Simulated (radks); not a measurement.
Values are calculated unless marked as measured or tabulated.
Ionisation of neutral cerium, [Xe] 4f1 5d1 6s2, to Ce+, [Xe] 4f1 5d2, under several functionals. Dirac Kohn-Sham, spin-unpolarised, spherical densities, finite nucleus; open shells fill j = l - 1/2 first; a radial shooting solver on a logarithmic mesh with Libxc functionals.

functional                                        E(Ce) (hartree)  Exc (hartree)  IE (eV)  -e(HOMO) (eV)  <r> HOMO (bohr)  IE error (eV)
BP86                                                   -8866.1694      -211.4574    6.320          3.260            2.920         +0.782
LDA (Slater exchange, Perdew-Zunger correlation)       -8858.2001      -203.4026    6.385          3.271            2.914         +0.846
SOGGA                                                  -8860.9765      -206.2066    6.004          3.085            2.919         +0.465
LDA (Slater exchange, VWN5 correlation)                -8858.2217      -203.4245    6.375          3.268            2.913         +0.836
PBE                                                    -8864.7740      -210.0470    6.115          3.144            2.919         +0.577
BLYP                                                   -8865.5230      -210.8000    6.173          2.956            2.931         +0.634
HCTH/407                                               -8870.1096      -215.6121    6.018          3.266            2.878         +0.480
revPBE                                                 -8865.0411      -210.3176    5.993          3.111            2.919         +0.454
exchange-only PBE                                      -8861.6399      -206.8657    5.869          2.385            3.002         +0.330
B86b exchange with PBE correlation                     -8865.6436      -210.9273    6.140          3.158            2.919         +0.601

NIST Atomic Spectra Database: 5.539 eV (measured). Closest: exchange-only PBE. The Delta-SCF values span 0.52 eV, the total energies 11.91 hartree. The highest occupied level is 5d3/2. Spin polarisation and multiplet splitting are left out, so open shells lie too high by an amount that depends on their filling.

Beside tabulated values, note that spin-unpolarised runs miss the spin-polarisation part of the exchange energy of open shells.
